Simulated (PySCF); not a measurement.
**UHF on Xe(32+) (xenon, charge +32)**

Configuration: [Ar] 3d4, high-spin 5D determinant. All numbers are calculated (PySCF 2.14, scalar relativity by spin-free X2C-1e, in an uncontracted even-tempered set (18 s from 5 bohr⁻², ratio 2.5; 12 p from 6.5 bohr⁻², ratio 2.5; 8 d from 6.5 bohr⁻², ratio 2.5; 4 f from 24 bohr⁻², ratio 2.7; 3 g from 37 bohr⁻², ratio 2.7)).

* Total energy: -6738.919536 hartree
* One-electron energy: -7917.9092 hartree
* Hartree (Coulomb) energy: 1316.1309 hartree
* Exchange energy: -137.1413 hartree
* ⟨S²⟩: 6.0003
* ⟨L²⟩: 6.002
* Sum of ⟨r⟩: 4.156 bohr
* Sum of ⟨r²⟩: 1.144 bohr²
* Traceless quadrupole moment −½Σ⟨3z² − r²⟩ along its main axis: -0.0198 e·bohr²

| shell | electrons | mean orbital energy (eV) | spread (eV) | rms radius, mean of both spins (bohr) |
| --- | --- | --- | --- | --- |
| 1s α | 1 | -36231.2 | 0 | 0.0305 |
| 1s β | 1 | -36230.8 | 0 | 0.0305 |
| 2s α | 1 | -6982.0 | 0 | 0.123 |
| 2s β | 1 | -6957.3 | 0 | 0.123 |
| 2p α | 3 | -6420.7 | 1.328 | 0.110 |
| 2p β | 3 | -6396.4 | 6.004 | 0.110 |
| 3s α | 1 | -2448.6 | 0 | 0.308 |
| 3s β | 1 | -2419.9 | 0 | 0.308 |
| 3p α | 3 | -2263.6 | 3.504 | 0.304 |
| 3p β | 3 | -2227.3 | 7.714 | 0.304 |
| 3d α | 4 | -2024.9 | 7.760 | 0.272 |

Spin-orbit coupling, absent here, splits the open shell strongly.

Densities and radii are taken from the X2C orbitals without a picture-change correction, which distorts them close to the nucleus.

Spin-orbit constants ζ (cm⁻¹) from the X2C one-electron operator on these orbitals: bare nucleus, nucleus screened by l(l+1)(2l+1)/3 electrons, and screened by the Breit-Pauli mean field of the electrons.

```tsv
shell	bare	screened nucleus	mean field
2p	1737000	1673000	1645000
3p	390800	376400	370200
3d	62400	50850	50110
```

To first order the Landé constant is A = 12530 cm⁻¹, so the lowest level has J = 0 and lies 9.32 eV below the centre of the term. This holds in LS coupling only.
